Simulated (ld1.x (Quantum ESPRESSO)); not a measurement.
**u(r) = r·R(r): atom against pseudo-atom (scandium (Sc))**

Columns: radius, all-electron u(r) and pseudo u(r) of the 4s shell (level -6.87 eV) of scandium in the configuration [Ar] 3d1 4s1.5 4p0; PBE, scalar-relativistic, RRKJ scheme, ld1.x (Quantum ESPRESSO) 7.5.

| r (bohr) | all-electron | pseudo |
| --- | --- | --- |
| 0.143 | -0.0920 | -0.0174 |
| 0.285 | -0.1398 | -0.0350 |
| 0.428 | 0.0194 | -0.0532 |
| 0.570 | 0.1761 | -0.0722 |
| 0.713 | 0.2591 | -0.0924 |
| 0.855 | 0.2649 | -0.1142 |
| 0.998 | 0.2138 | -0.1382 |
| 1.140 | 0.1296 | -0.1649 |
| 1.283 | 0.0293 | -0.1955 |
| 1.425 | -0.0733 | -0.2303 |
| 1.568 | -0.1719 | -0.2703 |
| 1.710 | -0.2607 | -0.3149 |
| 1.853 | -0.3391 | -0.3637 |
| 1.995 | -0.4051 | -0.4136 |
| 2.138 | -0.4599 | -0.4617 |
| 2.280 | -0.5035 | -0.5036 |
| 2.423 | -0.5375 | -0.5375 |
| 2.565 | -0.5624 | -0.5624 |
| 2.708 | -0.5795 | -0.5795 |
| 2.850 | -0.5896 | -0.5896 |
| 2.992 | -0.5935 | -0.5935 |
| 3.135 | -0.5921 | -0.5921 |
| 3.278 | -0.5858 | -0.5858 |
| 3.420 | -0.5757 | -0.5757 |
| 3.563 | -0.5621 | -0.5621 |
| 3.705 | -0.5460 | -0.5460 |

Problem. How many radial nodes do the two functions have?

Solution. The all-electron 4s function has n − l − 1 = 3 (the table is too coarse to show those close to the nucleus); the pseudo-wave has 0, since the states of the same l below it are removed with the core.

Problem. At about which radius was the pseudo-wave matched?

Solution. 2.45 bohr. The columns agree to 0.0005 from 2.28 bohr on; several derivatives are matched, so the curves merge somewhat inside the radius.

Problem. Is the pseudo-wave norm-conserving?

Solution. Yes: the RRKJ scheme keeps the norm inside the radius equal to the all-electron one, which fixes the energy derivative of the logarithmic derivative at the level.
